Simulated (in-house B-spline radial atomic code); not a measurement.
Values are calculated unless marked as measured or tabulated.
# Correlation energy from the adiabatic connection: ω²r²/2 − Z/r, ω = 0.0455, Z = 2

Two electrons in a singlet, external potential ω²r²/2 − Z/r, ω = 0.0455, Z = 2 (atomic units). Full CI in B-splines (partial waves to l = 8, correlation up to 0.6 % small) with the density held fixed gives W(λ) = <V_ee>_λ − U, and E_c is the integral of W(λ) − W(0) from 0 to 1.

```json
{"λ": "0", "W(λ) − W(0) (hartree)": "0.00000"}
{"λ": "0.02", "W(λ) − W(0) (hartree)": "-0.00192"}
{"λ": "0.05", "W(λ) − W(0) (hartree)": "-0.00477"}
{"λ": "0.12", "W(λ) − W(0) (hartree)": "-0.01128"}
{"λ": "0.25", "W(λ) − W(0) (hartree)": "-0.02284"}
{"λ": "0.4", "W(λ) − W(0) (hartree)": "-0.03539"}
{"λ": "0.6", "W(λ) − W(0) (hartree)": "-0.05096"}
{"λ": "0.8", "W(λ) − W(0) (hartree)": "-0.06532"}
{"λ": "1", "W(λ) − W(0) (hartree)": "-0.07859"}
```

Problem. Integrate the table by the trapezoid rule.

Solution. The strips give -0.00002, -0.00010, -0.00056, -0.00222, -0.00437, -0.00863, -0.01163, -0.01439, which sum to -0.04192 hartree. The direct value, W(1) − W(0) + T_c with T_c = 0.03660, is -0.04200; the curve is convex, so chords lie above it and the trapezoids fall short in size by 0.18 %.

Problem. Now use only three numbers: W(0) = -1.0259, the initial slope W'(0) = -0.0965 (extrapolated from the first points) and the strong-coupling limit of the point-charge-plus-continuum model, W∞ = -1.4636. What do second-order theory and the interpolation W(λ) = W∞ + (W(0) − W∞)/√(1 + 2χλ) of Seidl, Perdew and Levy give?

Solution. Second order keeps the slope alone: E_c = W'(0)/2 = -0.04825, +15 % in size against -0.04200. Matching the slope fixes χ = W'(0)/(W∞ − W(0)) = -0.0965/(-0.43770) = 0.22047. Integrating, with s = √(1 + 2χ) = 1.200392, E_c = −(W(0) − W∞)(s − 1)/(s + 1) = −0.43770 × 0.200392/2.200392 = -0.03986 hartree, -5.1 % in size against the full result. At λ = 1 the formula gives W − W(0) = -0.07307 against -0.07859. Part of the miss can come from the model's W∞.
